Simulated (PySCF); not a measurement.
C₆ coefficients of unlike pairs at PBE

Calculated with PySCF 2.14 from the dipole response of each species, C₆(A,B) = (3/π) ∫ α_A(iu) α_B(iu) du, in atomic units, from isotropic polarisabilities. For ions this is the dispersion term alone; charge-induced terms of lower order in 1/R come first.

| species | configuration | basis | relativity | α (bohr³) | C₆ (like pair) |
| --- | --- | --- | --- | --- | --- |
| Sb²⁺ | [Kr] 4d10 5s2 5p1 (2P) | aug-cc-pVTZ-DK3 (8s7p5d2f) | spin-free X2C | 15.60 | 92.59 |
| S²⁺ | [Ne] 3s2 3p2 (3P) | aug-cc-pwCVQZ (10s9p7d5f3g) | none | 7.318 | 26.51 |
| V⁺ | [Ar] 3d4 (5D) | aug-cc-pVTZ (8s7p5d3f2g) | none | 17.84 | 67.57 |
| Mg | [Ne] 3s2 (1S) | aug-cc-pCVQZ-DK (10s9p7d5f3g) | spin-free X2C | 73.80 | 656.5 |

Task: Estimate C₆ for S²⁺ with Sb²⁺.

Result: The integral gives 49.25. The combination rule 2 C_A C_B / (C_A α_B/α_A + C_B α_A/α_B) gives 49.11 and the geometric mean 49.54.

No spin-orbit coupling is included.

The other pairs:

```
    pair     C₆
  Mg, V⁺  193.7
Mg, Sb²⁺  211.4
 V⁺, S²⁺  40.94
V⁺, Sb²⁺  77.85
 Mg, S²⁺  106.0
```
